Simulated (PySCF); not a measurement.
Isomers of C4H12GeSi, from PySCF, PBE0-D3(BJ)/def2-SVP geometry optimisation, gas phase. One conformer each, no zero-point energy, no frequencies.

Question: Which is lower in electronic energy at this level?
A. `[SiH3:1][CH2:2][GeH:3]1[CH2:4][CH2:5][CH2:6]1` with Si1–C2–Ge3–C4 156°, C2–Ge3–C4–C5 -132°, Ge3–C4–C5–C6 22°, C4–C5–C6–Ge3 -22°, C2–Ge3–C6–C5 134°: A = 4806, B = 1027, C = 941.1 MHz, dipole 0.90 D
B. `[SiH3:1][GeH2:2][CH:3]1[CH2:4][CH2:5][CH2:6]1` with Si1–Ge2–C3–C4 49°, Ge2–C3–C4–C5 -101°, C3–C4–C5–C6 -16°, C4–C5–C6–C3 16°, Ge2–C3–C6–C5 101°: A = 2511, B = 1398, C = 1074 MHz, dipole 1.11 D

Answer: A. That is `[SiH3][CH2][GeH]1[CH2]C[CH2]1`, 6.7 kcal/mol below the other.

```json
{"SMILES": "[SiH3][CH2][GeH]1[CH2]C[CH2]1", "mapped SMILES": "[SiH3:1][CH2:2][GeH:3]1[CH2:4][CH2:5][CH2:6]1", "E (Eh)": "-2525.08971", "relative (kcal/mol)": "0.0", "relative (kJ/mol)": "0.0", "dipole (D)": "0.90"}
{"SMILES": "[SiH3][GeH2][CH]1CCC1", "mapped SMILES": "[SiH3:1][GeH2:2][CH:3]1[CH2:4][CH2:5][CH2:6]1", "E (Eh)": "-2525.07905", "relative (kcal/mol)": "6.7", "relative (kJ/mol)": "28.0", "dipole (D)": "1.11"}
```

As drawn, the lower has an Si–C bond, which the higher lacks.
